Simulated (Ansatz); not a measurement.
A run on ClH₃O₃SW (`[OH][W]([OH])([OH])(=[S])[Cl]`) with other settings.

```yaml
crystal:
  periodic: [false, false, false]
  atoms:
    - {symbol: O, position_ang: [1.840367, 0.108841, 0.024990]}
    - {symbol: W, position_ang: [-0.030254, 0.110283, -0.145511]}
    - {symbol: O, position_ang: [-1.681041, -0.433067, 0.567000]}
    - {symbol: O, position_ang: [0.027372, -1.382275, -1.263645]}
    - {symbol: S, position_ang: [-0.473938, 1.773693, -1.365998]}
    - {symbol: Cl, position_ang: [0.178587, 0.988354, 2.088548]}
    - {symbol: H, position_ang: [2.285774, 0.413788, 0.819589]}
    - {symbol: H, position_ang: [-1.942449, -0.237921, 1.470502]}
    - {symbol: H, position_ang: [-0.115917, -1.387894, -2.212674]}
basis:
  gaussian: {orbitals: def2-TZVPP, fitting: {mean_field: cc-pVTZ-jkfit}}
hamiltonian: {xc: {name: PBE-QIDH}, pseudopotentials: {relativity: none}}
output: {forces: true}
```

```sh
$ ansatz run in.yaml --threads 4 --pin off --events-out ev --progress --plain --max-ram 11315MiB
```

Shortened log:

```
Functional definition: PBE-QIDH
Error: <dir> the basis set cc-pVTZ-JKFIT has no functions for W
```
